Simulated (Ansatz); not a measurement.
```yaml
crystal:
  periodic: [false, false, false]
  atoms:
    - {symbol: V, position_ang: [-0.408363, -0.232909, 0.427982]}
    - {symbol: O, position_ang: [1.179862, -0.491861, -0.353133]}
    - {symbol: O, position_ang: [-1.803418, -0.081065, -0.287384]}
    - {symbol: O, position_ang: [1.031919, 0.805835, 0.212545]}
basis:
  gaussian: {orbitals: def2-mTZVPP}
magnetization: {spin_polarized: true, initial_magnetization: 1}
hamiltonian: {xc: {name: r2SCAN0}}
scf: {omitted_lower_state_checks: [starts]}
output: {forces: true}
```

```sh
$ ansatz run in.yaml --threads 4 --pin off --events-out ev --progress --plain --max-ram 3916MiB
```

It prints (some lines left out):

```
Functional definition: r2SCAN0
857 factors; their error is unknown
mean field evaluation 1: about -31811.6952 eV, gradient 5.9e1 eV
mean field evaluation 2: about -31464.9813 eV, gradient 3.4e2 eV
mean field evaluation 4: about -31822.2315 eV, gradient 1.9e1 eV
mean field evaluation 8: about -31823.5255 eV, gradient 3.2e-1 eV
mean field evaluation 16: about -31823.6209 eV, gradient 1.5e-2 eV
mean field evaluation 32: about -31823.6209 eV, gradient 2.1e-4 eV
mean field -31823.62088507 eV, -1169.4964967012 hartree, gradient 5.6e-6 eV, S^2 0.779435; 0 other end points of the search recorded, 0 dependent functions left out
reference -31823.62089625 eV, -1169.4964971121 hartree; 24, 23 occupied and 81, 82 virtual orbitals, 857 factors
Total energy: -31823.62089625 eV, -1169.4964971121 hartree
Atom 0 at    -0.408363    -0.232909     0.427982 Å, force     0.026107    -0.091921     0.212569 eV/Å
Atom 1 at     1.179862    -0.491861    -0.353133 Å, force     0.104854    -0.163170    -0.123864 eV/Å
Atom 2 at    -1.803418    -0.081065    -0.287384 Å, force    -0.192156     0.035627    -0.129388 eV/Å
Atom 3 at     1.031919     0.805835     0.212545 Å, force     0.061195     0.219463     0.040683 eV/Å
Dipole moment:    -0.241341    -0.395555     0.845453 e Å
Checks for a lower state left out: starts
```

It took 9.5 s on 4 threads of Arm Neoverse V2 on a shared host.
